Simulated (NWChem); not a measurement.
System: GaH₂O₂Cl; SMILES [OH][Ga]([OH])[Cl]

NWChem printed, in part:

```
             Northwest Computational Chemistry Package (NWChem) 7.3.0
             --------------------------------------------------------

 CS  symmetry detected

                             Geometry "geometry" -> ""
                             -------------------------

 Output coordinates in angstroms (scale by  1.889725989 to convert to a.u.)

  No.       Tag          Charge          X              Y              Z
 ---- ---------------- ---------- -------------- -------------- --------------
    1 Ga                  31.0000    -0.00776410     0.30134082     0.00000000
    2 Cl                  17.0000    -0.02009834    -1.82974502     0.00000000
    3 O                    8.0000    -1.54885580     1.16402835     0.00000000
    4 H                    1.0000    -1.43924177     2.12165466     0.00000000
    5 O                    8.0000     1.51398580     1.20958515     0.00000000
    6 H                    1.0000     2.30056066     0.65353720     0.00000000

 Effective nuclear repulsion energy (a.u.)     363.1013373508

      Symmetry information
      --------------------

 Group name             Cs
 Group number              2
 Group order               2
 No. of unique centers     6

  pbe96 is a nonlocal functional; adding pw91lda local functional.

                                 NWChem DFT Module
                                 -----------------

 Summary of "ao basis" -> "ao basis" (spherical)
 ------------------------------------------------------------------------------
       Tag                 Description            Shells   Functions and Types
 ---------------- ------------------------------  ------  ---------------------
 Ga                        def2-svpd                14       38   6s4p4d
 Cl                        def2-svpd                11       27   5s4p2d
 O                         def2-svpd                 9       23   4s3p2d
 H                         def2-svpd                 4        8   2s2p

      Symmetry analysis of basis
      --------------------------

        a'         89
        a"         38

[...]

                                NWChem TDDFT Module
                                -------------------

            General Information
            -------------------
           No. of orbitals :     254
            Alpha orbitals :     127
             Beta orbitals :     127
        Alpha frozen cores :       0
         Beta frozen cores :       0
     Alpha frozen virtuals :       0
      Beta frozen virtuals :       0
         Spin multiplicity :       1
    Number of AO functions :     127
        Use of symmetry is : off
      Symmetry adaption is : on
         Schwarz screening :  0.10D-07

              XC Information
              --------------
   PerdewBurkeErnzerhof Exchange Functional   1.00
     Perdew 1991 LDA Correlation Functional   1.00 local
    PerdewBurkeErnz. Correlation Functional   1.00 non-local

             TDDFT Information
             -----------------
          Calculation type : Tamm-Dancoff TDDFT
         Wavefunction type : Restricted singlets
          No. of electrons :      66
           Alpha electrons :      33
            Beta electrons :      33
              No. of roots :       6
          Max subspacesize :    5200
            Max iterations :     100
               Target root :       1
           Target symmetry : none
      Symmetry restriction : off
                 Algorithm : Optimal
        Davidson threshold :  0.10D-03

    6 smallest eigenvalue differences (eV)
--------------------------------------------------------
  No. Spin  Occ  Vir  Irrep   E(Occ)    E(Vir)   E(Diff)
--------------------------------------------------------
    1    1   33   34 a"       -0.284    -0.091     5.263
    2    1   32   34 a'       -0.292    -0.091     5.471
    3    1   31   34 a"       -0.292    -0.091     5.493
    4    1   30   34 a"       -0.318    -0.091     6.175
    5    1   29   34 a'       -0.318    -0.091     6.196
    6    1   28   34 a'       -0.324    -0.091     6.339
--------------------------------------------------------

  Entering Davidson iterations
  Restricted singlet excited states

  Iter   NTrls   NConv    DeltaV     DeltaE      Time
  ----  ------  ------  ---------  ---------  ---------
    1      6       0     0.17E+00   0.10+100       18.9
    2     12       0     0.85E-01   0.31E-01       14.0
    3     18       1     0.60E-01   0.24E-01       11.9
    4     23       3     0.25E-01   0.33E-02       14.7
    5     26       3     0.51E-02   0.47E-03       16.1
    6     29       4     0.66E-03   0.24E-04       11.1
    7     31       6     0.89E-04   0.39E-06       12.1
  ----  ------  ------  ---------  ---------  ---------
  Convergence criterion met

  Ground state a'      -2535.700889148162 a.u.

  ----------------------------------------------------------------------------
  Root   1 singlet a"             0.197941624 a.u.                5.3863 eV
  ----------------------------------------------------------------------------
     Transition Moments    X -0.00000   Y -0.00000   Z -0.00894
     Dipole Oscillator Strength                    0.0000105446
     Electric Quadrupole                           0.0000000727
     Magnetic Dipole                               0.0000002966
     Total Oscillator Strength                     0.0000109139

[...]
```

Level: PBE/def2-SVPD, TDA. Coordinates come from a PBE0/def2-SVP optimisation.

**Question.** Which NWChem input produces such a log?

**Answer.** This is not unique; one that fits is the input that was run:
```
start job
memory heap 200 mb stack 900 mb global 1100 mb
geometry units angstroms noautoz
  Ga     0.018143     0.340385     0.000000
  Cl    -0.023225    -1.790335     0.000000
  O     -1.511052     1.223989     0.000000
  H     -1.388401     2.180033     0.000000
  O      1.552126     1.227812     0.000000
  H      2.331052     0.661099     0.000000
end
basis spherical
  * library def2-svpd
end
dft
  xc xpbe96 cpbe96
  iterations 150
end
tddft
  cis
  nroots 6
  notriplet
end
task tddft energy
```
